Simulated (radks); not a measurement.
All-electron atom: La XVI in [Kr] 4d6. Calculated with a radial shooting solver on a logarithmic mesh with Libxc functionals: Dirac Kohn-Sham, BLYP, spin-unpolarised, spherical densities, finite nucleus; open shells fill j = l - 1/2 first; Fermi nuclear charge, rms radius 4.855 fm.

Radial electron density D(r) = 4 pi r^2 rho(r):

r (bohr),D(r) (e/bohr)
0.001319,4.169
0.001717,6.440
0.002254,9.934
0.002935,14.86
0.003852,21.94
0.005016,31.06
0.006531,42.26
0.008573,55.03
0.01116,66.57
0.01454,74.36
0.01908,75.85
0.02484,71.44
0.03235,66.82
0.04246,70.54
0.05529,84.48
0.07258,96.95
0.0945,91.48
0.1231,74.74
0.1615,72.31
0.2103,82.77
0.2739,71.45
0.3595,39.36
0.4681,27.35
0.6095,29.55
0.8,19.38
1.042,6.025
1.367,0.7490
1.78,0.03662
2.318,0.0004860

D(r) has 4 maxima, at r = 0.0176, 0.0774, 0.219, 0.590 bohr, and minima at 0.0342, 0.144, 0.464 bohr, inside which lie 2.03, 11.16, 29.16 electrons.
